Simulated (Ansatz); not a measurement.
`[CH3][Nb]([F])([F])=[S]` + HCl → `[F][Nb]([F])(=[S])[Cl]` + CH₄ at 500 K and 1 bar (ligand exchange at the Nb–C bond).

Isolated molecules relaxed with PBE0-D4/def2-TZVP in Ansatz; ΔE leaves out vibrations. CBS: MP2 limit from def2 TZ/QZ plus the TZ coupled-cluster correction, frozen cores. This one scheme is used for every species. Elements past krypton have def2 core potentials. For Nb outer-core shells are correlated without core-valence functions, which leaves a few kJ/mol of doubt a bond.

| species | CCSD(T)/CBS energy (Eh) | H − E (kJ/mol) | S (J/(mol·K)) |
| --- | --- | --- | --- |
| `[CH3][Nb]([F])([F])=[S]` | -694.30863 | 153.8 | 424.8 |
| HCl | -460.38127 | 32.5 | 201.9 |
| `[F][Nb]([F])(=[S])[Cl]` | -1114.29003 | 58.7 | 402.2 |
| CH₄ | -40.46206 | 135.6 | 206.8 |

H − E and S are ideal-gas, rigid-rotor, harmonic terms from PBE0-D4/def2-TZVP. 1 Eh = 2625.50 kJ/mol, R = 8.31446 J/(mol·K).

**Question.** By hand: ΔE, ΔH, ΔS and ΔG.

**Answer.** ΔE = (-1114.29003) + (-40.46206) − (-694.30863) − (-460.38127) = -0.06219 Eh = -163.3 kJ/mol. Δ(H − E) = 58.7 + 135.6 − 153.8 − 32.5 = 8.0, so ΔH = -155.3 kJ/mol. ΔS = 402.2 + 206.8 − 424.8 − 201.9 = -17.7 J/(mol·K). ΔG = -155.3 − 500 × (-17.7)/1000 = -146.5 kJ/mol.

**Question.** By hand: the equilibrium constant, and the temperature at which ΔG would vanish if ΔH and ΔS stayed fixed.

**Answer.** log₁₀ K = −ΔG/(RT ln 10) = 15.3. ΔG = 0 at ΔH/ΔS = 8774 K, far beyond where these terms or the molecules hold.

ΔH outweighs TΔS. A doubt of 5 kJ/mol in ΔE shifts log₁₀ K by 0.5 here. These are equilibria of isolated gas molecules and say nothing of rates. Largest T1 diagnostic: 0.023 (customary marks: 0.02 for closed shells, 0.045 for open ones).
